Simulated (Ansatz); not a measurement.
`SB(Cl)Br` + NH₃ → `NB(S)Cl` + HBr at 298.15 K and 1 bar (ligand exchange at a B–Br bond).

Program: Ansatz. Geometries: PBE0-D4/def2-TZVP. ΔE: electronic, gas phase. CCSD(T)/CBS adds triple-zeta CCSD(T) − MP2 to the extrapolated MP2 energy (def2 sets, frozen cores). This one scheme is used for every species. For Br outer-core shells are correlated without core-valence functions, which leaves a few kJ/mol of doubt a bond. Scalar relativity is left out up to krypton. One conformer a species, not always the lowest.

| species | CCSD(T)/CBS energy (Eh) | H − E (kJ/mol) | S (J/(mol·K)) |
| --- | --- | --- | --- |
| `SB(Cl)Br` | -3456.37310 | 57.9 | 322.0 |
| NH₃ | -56.50880 | 100.5 | 192.4 |
| `NB(S)Cl` | -938.97645 | 127.7 | 308.4 |
| HBr | -2573.91920 | 24.6 | 198.6 |

H − E and S are ideal-gas, rigid-rotor, harmonic terms from PBE0-D4/def2-TZVP, for one conformer and one mirror image of each species. 1 Eh = 2625.50 kJ/mol, R = 8.31446 J/(mol·K).

Q: By hand: ΔE, ΔH, ΔS and ΔG.

A: ΔE = (-938.97645) + (-2573.91920) − (-3456.37310) − (-56.50880) = -0.01375 Eh = -36.1 kJ/mol. Δ(H − E) = 127.7 + 24.6 − 57.9 − 100.5 = -6.1, so ΔH = -42.2 kJ/mol. ΔS = 308.4 + 198.6 − 322.0 − 192.4 = -7.4 J/(mol·K). ΔG = -42.2 − 298.15 × (-7.4)/1000 = -40.0 kJ/mol.

Q: By hand: the equilibrium constant, and the temperature at which ΔG would vanish if ΔH and ΔS stayed fixed.

A: log₁₀ K = −ΔG/(RT ln 10) = 7.0. ΔG = 0 at ΔH/ΔS = 5703 K, far beyond where these terms or the molecules hold.

The number of gas molecules stays the same, so ΔS is small and ΔH decides. A doubt of 5 kJ/mol in ΔE shifts log₁₀ K by 0.9 here. Other conformers and mirror images would add mixing entropy, several J/(mol·K) or more a flexible species. These are equilibria of isolated gas molecules and say nothing of rates. Largest T1 diagnostic: 0.011 (customary marks: 0.02 for closed shells, 0.045 for open ones).
